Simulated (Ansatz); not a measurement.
Cost and result for the atomization energy of `C[CH2][SbH][OH]` (11 atoms, 10 bonds).

Cartesian coordinates in Å:
```
C -1.5072 -0.4238 0.5858
C -0.3863 -0.3073 -0.4325
Sb 1.5562 -0.0900 0.4728
O 2.3057 0.8580 -1.0931
H -1.5672 0.4657 1.2184
H -2.4774 -0.5421 0.0950
H -1.3754 -1.2870 1.2448
H -0.5034 0.5694 -1.0730
H -0.3416 -1.1863 -1.0795
H 1.0773 1.3435 1.2954
H 3.2193 0.5997 -1.2340
```

Total charge 0; spin multiplicity 1. Correlated methods include outer-core shells of Sb, which these sets cover unevenly. Sb: def2 effective core potential. All single points use the PBE0-D4/def2-TZVP geometry. It is one conformer, not always the lowest. Program: Ansatz. All runs use 4 threads of an Arm Neoverse V1 on a shared host. Times are those of one run each, without the atoms' runs, and a repeat can differ threefold. Electronic energies, without spin–orbit coupling; frozen cores. CCSD(T)/CBS adds CCSD(T) − MP2 in def2-TZVPP to the MP2 limit, and its time is that of the two runs behind it. T1 = 0.013. With those shells the extrapolation isn't a true limit. B3LYP takes the VWN-RPA correlation (the form of Gaussian; ORCA's B3LYP/G).

CCSD(T)/CBS is a level of theory with its own doubt, some kJ/mol a heavy atom from the limit and from the frozen cores, so smaller differences don't rank the functionals.

| level | functions | wall time | atomization (kcal/mol) | difference from CCSD(T)/CBS | per bond |
| --- | --- | --- | --- | --- | --- |
| PBE-D4/def2-TZVPP (with forces) | 241 | 2.5 s | 923.2 | 12.1 | 1.2 |
| PBE0-D4/def2-TZVPP | 241 | 2.9 s | 904.6 | -6.5 | -0.7 |
| B3LYP-D4/def2-TZVPP (with forces) | 241 | 4.5 s | 909.6 | -1.5 | -0.2 |
| r2SCAN-D4/def2-TZVPP (with forces) | 241 | 4.5 s | 906.0 | -5.1 | -0.5 |
| B2PLYP/def2-TZVPP | 241 | 6 s | 897.0 | -14.1 | -1.4 |
| ωB97X-V/def2-TZVPP | 241 | 8 s | 911.3 | 0.2 | 0.0 |
| ωB97M-V/def2-TZVPP (with forces) | 241 | 12 s | 907.1 | -4.0 | -0.4 |
| MP2/def2-QZVPP | 463 | 22 s | 905.1 | -6.0 | -0.6 |
| CCSD(T)/def2-TZVPP | 241 | 3.5 min | 884.7 | -26.4 | -2.6 |
| CCSD(T)/CBS(def2) | – | 3.8 min | 911.1 | 0.0 | 0.0 |

From PBE to PBE0 (25 % exact exchange), in def2-TZVPP and without D4, the atomization energy moves by −17.8 kcal/mol: exact exchange takes away binding that semilocal exchange gives to molecules. The D4 term adds +8.2 kcal/mol with B3LYP and +4.3 kcal/mol with PBE0; it sums over pairs of atoms, weighted by their polarisabilities, and B3LYP, whose exchange is more repulsive, gets the larger term. In def2-TZVPP, CCSD(T) changes the Hartree–Fock value by +245.0 kcal/mol (the triples alone add +13.6 kcal/mol) and MP2 by +249.5 kcal/mol; breaking electron pairs costs correlation energy, which Hartree–Fock lacks.
